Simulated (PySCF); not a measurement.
Isomers of C4H5F5Si, mass 176.008 u with the commonest isotopes. Computed with PBE0/pcSseg-1 in PySCF (dipole) on a GFN2-xTB geometry, gas phase. One conformer each, none proved a minimum here; rigid rotors.

Task: Order these by out-of-plane moment Σ m c² = (Ia + Ib − Ic)/2, largest first.
A. `[F:1][C:2]([F:3])=[C:4]([F:5])[CH2:6][SiH2:7][CH:8]([F:9])[F:10]` with C2–C4–C6–Si7 111°, C4–C6–Si7–C8 179°, C6–Si7–C8–F9 55°
B. `[F:1][C:2]([F:3])([F:4])[C:5]([F:6])([F:7])/[CH:8]=[CH:9]\[SiH3:10]` with C2–C5–C8–C9 -99°
C. `[F:1]/[CH:2]=[CH:3]\[CH2:4][Si@@H:5]([F:6])[C:7]([F:8])([F:9])[F:10]` with C2–C3–C4–Si5 15°, C3–C4–Si5–F6 63°

Result: B (118.08 u·Å²), C (78.01 u·Å²), A (44.58 u·Å²).

Task: Order these by rotational constant A, largest first.
A. `[F:1][C:2]([F:3])([F:4])[C:5]([F:6])([F:7])/[CH:8]=[CH:9]\[SiH3:10]` with C2–C5–C8–C9 -99°
B. `[F:1][C:2]([F:3])=[C:4]([F:5])[CH2:6][SiH2:7][CH:8]([F:9])[F:10]` with C2–C4–C6–Si7 111°, C4–C6–Si7–C8 179°, C6–Si7–C8–F9 55°
C. `[F:1]/[CH:2]=[CH:3]\[CH2:4][Si@@H:5]([F:6])[C:7]([F:8])([F:9])[F:10]` with C2–C3–C4–Si5 15°, C3–C4–Si5–F6 63°

Result: B (2382 MHz), C (2216 MHz), A (1813 MHz).

Task: Order these by rotational constant C, smallest first.
A. `[F:1]/[CH:2]=[CH:3]\[CH2:4][Si@@H:5]([F:6])[C:7]([F:8])([F:9])[F:10]` with C2–C3–C4–Si5 15°, C3–C4–Si5–F6 63°
B. `[F:1][C:2]([F:3])=[C:4]([F:5])[CH2:6][SiH2:7][CH:8]([F:9])[F:10]` with C2–C4–C6–Si7 111°, C4–C6–Si7–C8 179°, C6–Si7–C8–F9 55°
C. `[F:1][C:2]([F:3])([F:4])[C:5]([F:6])([F:7])/[CH:8]=[CH:9]\[SiH3:10]` with C2–C5–C8–C9 -99°

Result: B (397.4 MHz), A (575.8 MHz), C (745.1 MHz).

| SMILES | point group | Ia (u·Å²) | Ib (u·Å²) | Ic (u·Å²) | κ | μa (D) | μb (D) | μc (D) |
| --- | --- | --- | --- | --- | --- | --- | --- | --- |
| F/C=C\C[Si@@H](F)C(F)(F)F | C1 | 228.05 | 805.70 | 877.73 | -0.94 | 3.45 | 2.20 | 0.43 |
| FC(F)=C(F)C[SiH2]C(F)F | C1 | 212.17 | 1148.59 | 1271.61 | -0.96 | 0.18 | 0.72 | 1.29 |
| FC(F)(F)C(F)(F)/C=C\[SiH3] | C1 | 278.71 | 635.67 | 678.22 | -0.91 | 1.62 | 0.13 | 1.43 |
